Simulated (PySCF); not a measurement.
C₁₀H₇Cl, SMILES `Clc1cccc2ccccc12`, neutral singlet in the gas phase. 

Cartesian coordinates (Å):
SMILES: Clc1cccc2ccccc12
```xyz
18

Cl     1.1518     3.1248     0.3860
C      1.1826     1.3985     0.2178
C      2.3974     0.7537     0.2364
C      2.4504    -0.6502     0.1015
C      1.2964    -1.3801    -0.0485
C      0.0331    -0.7367    -0.0704
C     -1.1719    -1.4694    -0.2241
C     -2.3900    -0.8334    -0.2437
C     -2.4580     0.5715    -0.1098
C     -1.3109     1.3144     0.0410
C     -0.0409     0.6861     0.0649
H      3.3127     1.3353     0.3556
H      3.4221    -1.1491     0.1180
H      1.3352    -2.4671    -0.1530
H     -1.1114    -2.5559    -0.3272
H     -3.3090    -1.4121    -0.3629
H     -3.4298     1.0704    -0.1263
H     -1.3599     2.3993     0.1447
```
Charge 0, spin multiplicity 1.

All levels are single points at this geometry (PBE0-D4/def2-SVP); Pople sets use spherical d functions. Orbital energies aren't observables, and empty levels follow the basis.

SVWN5/6-31G* in PySCF gives HOMO (eV) = -5.42.

Estimate the HOMO (eV) from each of these levels: PBE0-D4/def2-TZVP in PySCF; B3LYP/3-21G in PySCF; B3LYP/6-311+G** in PySCF; BP86/6-31G* in PySCF; M06-2X/6-31G* in PySCF.


```json
[
 {"level": "PBE0-D4/def2-TZVP in PySCF", "HOMO (eV)": "-6.41"},
 {"level": "B3LYP/3-21G in PySCF", "HOMO (eV)": "-6.08"},
 {"level": "B3LYP/6-311+G** in PySCF", "HOMO (eV)": "-6.25"},
 {"level": "BP86/6-31G* in PySCF", "HOMO (eV)": "-5.35"},
 {"level": "M06-2X/6-31G* in PySCF", "HOMO (eV)": "-7.22"}
]
```
